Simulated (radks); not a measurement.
Results of a calculation; reference values are marked as such.
Question: The bismuth ion Bi+, configuration [Hg] 6p1 7s1 (not the ground configuration). Level of theory: Dirac Kohn-Sham, PBE, spin-unpolarised, spherical densities, point nucleus; open shells are shared between the two j in proportion to 2j + 1 (a radial shooting solver on a logarithmic mesh with Libxc functionals). Some entries of the table are withheld. Estimate them.

| orbital | occ. | eigenvalue (eV) | <r> (bohr) | <1/r> (bohr^-1) |
|---|---|---|---|---|
| 1s1/2 | 2 | -90534.51 | 0.01578 | 103.4 |
| 2s1/2 | 2 | -16261.19 | 0.06575 | 25.61 |
| 2p1/2 | 2 | -15621.37 | 0.05388 | 25.54 |
| 2p3/2 | 4 | -13301.16 | 0.06293 | 20.24 |
| 3s1/2 | 2 | -3933.676 | 0.1710 | 9.385 |
| 3p1/2 | 2 | -3645.160 | 0.1615 | 9.290 |
| 3p3/2 | 4 | -3125.642 | 0.1780 | 7.903 |
| 3d3/2 | 4 | -2654.089 | 0.1545 | 7.803 |
| 3d5/2 | 6 | -2543.984 | 0.1595 | 7.497 |
| 4s1/2 | 2 | -911.9978 | 0.3768 | 3.990 |
| 4p1/2 | 2 | -786.6244 | 0.3777 | 3.878 |
| 4p3/2 | 4 | -658.5982 | 0.4124 | 3.399 |
| 4d3/2 | 4 | -455.0424 | 0.4161 | 3.204 |
| 4d5/2 | 6 | -431.1540 | 0.4271 | 3.096 |
| 5s1/2 | 2 | (1) | 0.8317 | 1.669 |
| 4f5/2 | 6 | -167.0283 | (2) | 2.766 |
| 4f7/2 | 8 | -161.5383 | (3) | 2.725 |
| 5p1/2 | 2 | -125.7493 | 0.8855 | (4) |
| 5p3/2 | 4 | -101.1042 | 0.9749 | (5) |
| 5d3/2 | 4 | -40.6213 | 1.204 | 1.093 |
| 5d5/2 | 6 | -37.6016 | 1.246 | 1.052 |
| 6s1/2 | 2 | -25.1479 | 2.082 | 0.6197 |
| 6p1/2 | 0.333333 | -15.8180 | 2.482 | 0.5146 |
| 6p3/2 | 0.666667 | -13.2344 | 2.784 | 0.4541 |
| 7s1/2 | 1 | -6.3463 | 5.234 | 0.2391 |

Answer: 
(1) 5s1/2 eigenvalue (eV): -169.1662
(2) 4f5/2 <r> (bohr): 0.4380
(3) 4f7/2 <r> (bohr): 0.4442
(4) 5p1/2 <1/r> (bohr^-1): 1.547
(5) 5p3/2 <1/r> (bohr^-1): 1.371
